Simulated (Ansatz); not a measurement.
Reaction (ligand exchange at a Ge–C bond): `N[CH2][GeH2][OH]` + `O[SiH3]` → `[OH][GeH2][O][SiH3]` + CH₃NH₂

Program: Ansatz. Geometries: PBE0-D4/def2-TZVP. ΔE: electronic, gas phase. CCSD(T)/CBS is the MP2 limit (def2-TZVPP, def2-QZVPP) plus CCSD(T) − MP2 in def2-TZVPP, frozen cores. DFT in def2-TZVPP. For Ge outer-core shells are correlated without core-valence functions, which leaves a few kJ/mol of doubt a bond. Scalar relativity is left out up to krypton. Each species was taken in one conformer, which may not be the lowest.

CCSD(T)/CBS gives -74.1 kJ/mol.

Another level gave -75.1 kJ/mol. Which?
A. PBE-D4/def2-TZVPP
B. HF/def2-TZVPP
C. ωB97M-V/def2-TZVPP
D. B2PLYP/def2-TZVPP

C. ωB97M-V -75.1, PBE-D4 -67.8, HF/def2-TZVPP -95.7, B2PLYP -80.2 kJ/mol.

Largest T1 diagnostic among the species: 0.012.

From PBE to PBE0 (25 % exact exchange), in def2-TZVPP and without D4, ΔE moves by −3.1 kJ/mol. In def2-TZVPP, CCSD(T) changes the Hartree–Fock value by +17.9 kJ/mol (the triples alone add +1.1 kJ/mol) and MP2 by +18.1 kJ/mol.
